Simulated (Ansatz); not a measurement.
Single points on the cluster Ti2O2⁺.

```yaml
crystal:
  periodic: [false, false, false]
  atoms:
    - {symbol: Ti, position_ang: [0.995734, 0.240209, 0.944971]}
    - {symbol: Ti, position_ang: [-0.915231, -0.219842, -0.870460]}
    - {symbol: O, position_ang: [0.661448, -0.879209, -0.555415]}
    - {symbol: O, position_ang: [-0.741951, 0.858832, 0.480905]}
basis:
  gaussian: {orbitals: def2-TZVP, initial_orbitals: start.molden}
total_charge: 1
magnetization: {spin_polarized: true, initial_magnetization: 1}
hamiltonian: {xc: r2scan, dispersion: d4}
scf: {omitted_lower_state_checks: [starts]}
output: {orbitals: {seedname: orbitals}}
```

The file start.molden holds the orbitals of an earlier run on this structure, at another level or in another basis.

```sh
$ ansatz run in.yaml --threads 4 --pin off --events-out ev --progress --plain --max-ram 3916MiB
```

It prints (some lines left out):

```
Functional definition: r2SCAN
1128 factors; their error is unknown
mean field evaluation 1: about -50318.9833 eV, gradient 4.6e0 eV
mean field evaluation 2: about -50319.0960 eV, gradient 2.0e-1 eV
mean field evaluation 4: about -50319.0865 eV, gradient 1.1e-1 eV
mean field evaluation 8: about -50319.0865 eV, gradient 1.3e-5 eV
mean field -50319.08652212 eV, -1849.1923221862 hartree, gradient 9.0e-6 eV, S^2 1.664691; 0 other end points of the search recorded, 0 dependent functions left out
reference -50319.08654425 eV, -1849.1923229992 hartree; 30, 29 occupied and 122, 123 virtual orbitals, 1128 factors
Total energy: -50319.10827136 eV, -1849.1931214560 hartree
Checks for a lower state left out: starts
```

It took 30 s on 4 threads of Arm Neoverse N1 on a shared host.

The first input with `gaussian: {orbitals: def2-SVP, initial_orbitals: start.molden}`, `hamiltonian: {xc: pbe0, dispersion: d4}` (abridged; 6.5 s):

```
Functional definition: PBE0
mean field -50296.08751210 eV, -1848.3471241572 hartree, gradient 5.6e-6 eV, S^2 1.704677
Total energy: -50296.18249777 eV, -1848.3506148160 hartree
Checks for a lower state left out: starts
```

As the first input, with `hamiltonian: {xc: pbe, dispersion: d4}` (abridged; 12 s):

```
Functional definition: PBE
mean field evaluation 16: about -50306.5081 eV, gradient 5.1e-6 eV
mean field -50306.50806062 eV, -1848.7300722521 hartree, gradient 5.1e-6 eV, S^2 1.546511
Total energy: -50306.62216652 eV, -1848.7342655665 hartree
Checks for a lower state left out: starts
```

As the first input, with `hamiltonian: {xc: {name: BLYP}, dispersion: d4}` (abridged; 13 s):

```
Functional definition: BLYP
mean field evaluation 16: about -50323.9737 eV, gradient 8.5e-6 eV
mean field -50323.97370071 eV, -1849.3719226866 hartree, gradient 8.5e-6 eV, S^2 1.504574
Total energy: -50324.22266887 eV, -1849.3810720978 hartree
Checks for a lower state left out: starts
```

First input, but with `hamiltonian: {xc: pbe0, dispersion: d4}`, `output: {forces: true, orbitals: {seedname: orbitals}}` (abridged; 20 s):

```
Functional definition: PBE0
mean field -50306.92374415 eV, -1848.7453483397 hartree, gradient 7.0e-6 eV, S^2 1.699695
Total energy: -50307.01869615 eV, -1848.7488377616 hartree
Atom 0 force     0.109833     0.027374     0.108904 eV/Å
Atom 1 force     0.240853     0.057519     0.233668 eV/Å
Atom 2 force    -0.114894    -0.118042    -0.216755 eV/Å
Atom 3 force    -0.235792     0.033149    -0.125818 eV/Å
Dipole moment:    -0.129261    -0.029838    -0.125224 e Å
Checks for a lower state left out: starts
```

The first input with `hamiltonian: {xc: {name: wB97M-V}}` (abridged; 85 s):

```
Functional definition: wB97M-V
mean field -50318.00259833 eV, -1849.1524887214 hartree, gradient 6.0e-6 eV, S^2 1.709165
Total energy: -50318.00265702 eV, -1849.1524908785 hartree
Checks for a lower state left out: starts
```

First input, but with `hamiltonian: {xc: hse06, dispersion: d4}` (abridged; 20 s):

```
Functional definition: HSE06
mean field -50306.31992347 eV, -1848.7231583391 hartree, gradient 8.1e-6 eV, S^2 1.698117
Total energy: -50306.41030742 eV, -1848.7264798881 hartree
Checks for a lower state left out: starts
```

Geometry: r2SCAN-D4/def2-SVP.

HSE06 is defined as in plane-wave codes, on full-range PBE exchange. At r2SCAN-D4/def2-TZVP, PBE0-D4/def2-SVP, PBE-D4/def2-TZVP, BLYP-D4/def2-TZVP and others the charge 1 doublet is spin-contaminated (final ⟨S²⟩ up to 1.71, 0.75 for a pure state). The geometry of the doublet was relaxed on an unsound state (⟨S²⟩ 1.67, where a pure state has 0.75). The order of the spin states hangs on the level: the quartet lies 0.13 eV below the doublet at r2SCAN-D4/def2-TZVP, but 0.11 eV above it at PBE0-D4/def2-TZVP. The doublet is doubtful at r2SCAN-D4/def2-TZVP (⟨S²⟩ 1.66, where a pure state has 0.75). The doublet is doubtful at PBE0-D4/def2-TZVP (⟨S²⟩ 1.70, where a pure state has 0.75). The structure comes from a short search, and lower isomers may exist.
